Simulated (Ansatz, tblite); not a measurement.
Cost and result up the ladder for LiSn2 (3 atoms). Charge 0, multiplicity 2. Geometry: PBE-D4/def2-TZVP.

```csv
atom,x (Å),y (Å),z (Å)
Li1,-1.413,-0.293,0.839
Sn2,0.953,-1.138,-0.453
Sn3,0.460,1.431,-0.386
```

Ansatz on 4 threads of Arm Neoverse V1 on a shared host; xTB runs through tblite on one thread. Times are rough, summed over both states, and most runs start from the orbitals of an earlier one. RPA@PBE/def2-TZVP serves as the yardstick here, not as an exact answer. The other state is a quartet at its own geometry.

In the def2 sets Sn takes a core potential; there is no spin–orbit coupling. The xTB rows come from tblite. B3LYP takes the VWN-RPA correlation. Correlated methods freeze 8 core orbitals; core or outer-core shells of Li, Sn are correlated, in sets that lack core-valence functions. HOMO above LUMO, or a gap near zero within one spin, warns that the state may not be the lowest or that an electron is smeared out. The structure comes from a short search, and lower isomers may exist.

Run but left out: HF/def2-TZVP, HF/def2-TZVPP, MP2/def2-TZVP, MP2/def2-TZVPP, CCSD/def2-TZVPP, CCSD(T)/def2-TZVPP (doublet: ⟨S²⟩ 1.95, where a pure state has 0.75).

Correlated methods converge slowly with the basis.

xTB has no spin-polarisation term.

```csv
level,functions,wall time,quartet − doublet (eV),difference from RPA@PBE/def2-TZVP (eV),remarks
GFN1-xTB,22,0.004 s,1.80,0.91,–
GFN2-xTB,22,0.005 s,1.75,0.86,–
PBE-D4/def2-TZVP,114,5.4 s,0.77,-0.12,gap within one spin near zero (doublet)
B3LYP-D4/def2-TZVP,114,7.4 s,0.77,-0.12,–
BLYP-D4/def2-TZVP (with forces),114,8.6 s,0.81,-0.08,gap within one spin near zero (doublet)
RPA@PBE/def2-TZVP,114,8.8 s,0.89,0.00,–
BHLYP-D4/def2-TZVP,114,10 s,0.73,-0.16,–
CAM-B3LYP-D4/def2-TZVP,114,11 s,0.77,-0.12,–
r2SCAN-D4/def2-TZVP,114,18 s,0.74,-0.15,–
r2SCAN0-D4/def2-TZVP,114,21 s,0.66,-0.22,–
PBE0-D4/def2-TZVP,114,21 s,0.69,-0.20,–
```
